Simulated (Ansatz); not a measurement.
`B[SiH2]Br` and `B[SiH2]Cl` differ in one element.

Ansatz, PBE0-D4/def2-TZVP geometries, multiplicity 1. 

Scalar relativity is left out up to krypton.

| property | `B[SiH2]Br` |
| --- | --- |
| HOMO–LUMO gap (PBE/def2-TZVPP) / eV | 3.00 |
| LUMO energy (PBE0/def2-TZVPP) / eV | -2.80 |
| HOMO energy (B3LYP/def2-TZVPP) / eV | -7.81 |
| HOMO–LUMO gap (ωB97M-V/def2-TZVPP) / eV | 9.37 |
| HOMO energy (ωB97M-V/def2-TZVPP) / eV | -10.20 |
| LUMO energy (ωB97M-V/def2-TZVPP) / eV | -0.82 |

(1) What does the change do to each property? (An estimate is asked.)

Results:

(1) The calculation gave: 
```
                               property  `B[SiH2]Cl`  shift
    HOMO–LUMO gap (PBE/def2-TZVPP) / eV         3.27   0.27
     LUMO energy (PBE0/def2-TZVPP) / eV        -2.76   0.04
    HOMO energy (B3LYP/def2-TZVPP) / eV        -8.10  -0.29
HOMO–LUMO gap (ωB97M-V/def2-TZVPP) / eV         9.69   0.32
  HOMO energy (ωB97M-V/def2-TZVPP) / eV       -10.47  -0.27
  LUMO energy (ωB97M-V/def2-TZVPP) / eV        -0.78   0.04
```

B3LYP here is the variant with VWN-RPA as its local correlation; programs differ in this.

Spin–orbit coupling is left out; it splits and shifts lone-pair levels of the heavy atoms by tenths of an eV.
